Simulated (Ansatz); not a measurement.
Species: CH7ClNSi2, charge -1, multiplicity 1. It need not be the lowest isomer of its formula. Whether it binds its extra electron was not tested at this geometry. 
Geometry from a B3LYP-D3(BJ)/def2-TZVP (Ansatz, a program for electronic structure) optimisation:
```xyz
12

Si     0.5431     0.1449    -0.8236
C      2.1611    -0.8610    -0.4542
Cl     0.9812     1.7243     0.7954
N     -0.5784    -0.9231     0.1171
Si    -2.2768    -0.8908     0.0124
H      2.1521    -1.7880    -1.0400
H      3.0492    -0.2887    -0.7365
H      2.2522    -1.1210     0.6077
H     -0.2053    -1.3042     0.9817
H     -2.9831     0.2657     0.6487
H     -2.8590    -2.0984     0.6812
H     -2.7321    -0.9077    -1.4027
```
Charge -1, spin multiplicity 1.

Basis-set convergence of Hartree-Fock and CCSD(T) correlation energies (hartree) with Ansatz. Valence correlation only, unless marked. Spin-orbit coupling is left out. No relativistic terms. This anion needs diffuse functions, which these sets lack.

```json
[
 {"basis": "cc-pV(D+d)Z", "functions": "132", "E(HF)": "-1133.87567", "E(corr, CCSD(T))": "-0.74637"},
 {"basis": "cc-pV(T+d)Z", "functions": "275", "E(HF)": "-1133.95362", "E(corr, CCSD(T))": "-0.93927"},
 {"basis": "cc-pV(Q+d)Z", "functions": "512", "E(HF)": "?", "E(corr, CCSD(T))": "?"}
]
```

Question: Fill in the missing entries.

Answer: 
- cc-pV(Q+d)Z, E(HF): -1133.97253
- cc-pV(Q+d)Z, E(corr, CCSD(T)): -1.00138
